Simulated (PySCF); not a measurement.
Vertical excitations of a molecule C2H8O2Si2 from TDDFT-ωB97X/def2-SVPD (PySCF), as energy in eV (oscillator strength): 6.16 (0.027), 6.57 (0.039), 6.82 (0.013), 7.02 (0.222), 7.19 (0.035), 7.45 (0.018), 7.49 (0.012), 7.59 (0.005), 7.92 (0.009), 8.11 (0.049). Lowest triplet (TDA): 5.36 eV. Geometry optimised at ωB97X-D3(BJ)/def2-SVP. Other conformers were not sampled.

Q: Which molecule gave these data?
A. [SiH3]O[SiH]1COC1
B. C[Si@H]1C[Si@H](O)O1
C. C[C@H]1O[Si@H](O)[SiH2]1
D. C=CO[SiH2][SiH2]O

A: C, C[C@H]1O[Si@H](O)[SiH2]1
